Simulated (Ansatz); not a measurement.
```yaml
crystal:
  periodic: [false, false, false]
  atoms:
    - {symbol: C, position_ang: [-0.403264, 0.421953, -0.458864]}
    - {symbol: O, position_ang: [-0.922645, -0.515965, 0.071874]}
    - {symbol: Zn, position_ang: [1.673485, -1.741271, 1.782545]}
    - {symbol: H, position_ang: [-0.965564, 1.098369, -1.132181]}
    - {symbol: H, position_ang: [0.667888, 0.663416, -0.304773]}
basis:
  gaussian: {orbitals: def2-TZVP, fitting: {mean_field: cc-pVTZ-jkfit}}
hamiltonian: {xc: {name: PBE}, pseudopotentials: {relativity: none}}
scf: {lower_state_search: light}
```

```sh
$ ansatz run in.yaml --threads 2 --pin off --events-out ev --progress --plain --max-ram 4352MiB
```

(1) How does Ansatz answer? (An estimate is asked.)

## Answers

(1) The calculation gave: The input was rejected before any iteration.
```
Functional definition: PBE
Error: <dir> the basis set cc-pVTZ-JKFIT has no functions for Zn
```
